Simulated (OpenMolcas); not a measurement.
**O: effect of the level shift or regulariser**

```
Program             : OpenMolcas
Basis               : ANO-RCC-VTZP [4s3p2d1f]
Scalar Hamiltonian  : DKH2, point nucleus
Active space        : 6 electrons in 4 orbitals (2s 2p)
State averaging     : 2S+1 = 3 even, 3 roots; 2S+1 = 1 even, 6 roots
Spin-orbit coupling : state interaction with AMFI integrals over the reference wave functions, term energies averaged over their components
```

Methods on the same reference wave functions:
A. CASSCF
B. SS-CASPT2, IPEA 0.25 Eh, imaginary shift 0.1 Eh (closed shells correlated: 1s)
C. SS-CASPT2, IPEA 0.25 Eh, real shift 0.2 Eh (closed shells correlated: 1s)

Energies in cm-1 above 2s2 2p4 3P2, the measured ground level; measured values from NIST Handbook of Basic Atomic Spectroscopic Data.

```tsv
Level	A	B	C	Measured
2s2 2p4 3P2	0.0	0.0	0.0	0.0
2s2 2p4 3P1	149	149	149	158
2s2 2p4 3P0	222	222	222	227
2s2 2p4 1D2	17699	15860	15850	15868
2s2 2p4 1S0	31988	33320	33310	33793
```

Deviations, from unrounded energies. A percentage is the sum of absolute deviations over the sum of measured energies, with the sign that they share, or ± where signs differ.

| Against measurement | Levels | A | B | C |
| --- | --- | --- | --- | --- |
| mean absolute deviation (cm-1) | 4 | 910 | 120 | 130 |
| fine structure of the ground term (%) | 2 | -3.6 | -3.5 | -3.5 |
| other terms of the ground configuration (%) | 2 | ±7.3 | -1.0 | -1.0 |

B, C lie about equally close to measurement and A furthest from it. The largest miss of B in the table is 2s2 2p4 1S0, by -470 cm-1. The ranking rests on the paired levels alone, and a cruder setting can come out closer through cancelling errors.

Between B and C the level of the table that moves most is 2s2 2p4 1S0, by 12 cm-1 (lowest in C, highest in B). Moves below CASPT2's spread within the term are not significant.

The two smallest mean deviations differ by little beside CASPT2's spread within terms, so their order carries little weight.

From A to B the spin-free energies of the other terms of 2s2 2p4 shown, above 3P, scale by factors of 0.90 to 1.04.

The lowest spin-free term lies below A's lowest term by 0.159 hartree in B, 0.158 hartree in C.

CASPT2 breaks the degeneracy within a term, and the mean is taken; among the terms shown or strongly mixed into the levels shown the widest spread is 120 cm-1 (2s2 2p4 1D, B). Without dynamic correlation excited terms often stand tens of per cent too high (terms of higher spin than the ground term too low), and those without a measured partner can miss by more than the paired ones (holds for A). Computed and measured levels are paired by configuration, term and J; levels that our copy of the source lacks, or whose pairing is in doubt (as where it misses far off the trend of its configuration), stay unpaired and out of the deviations. Levels of configurations outside the active space are missing.
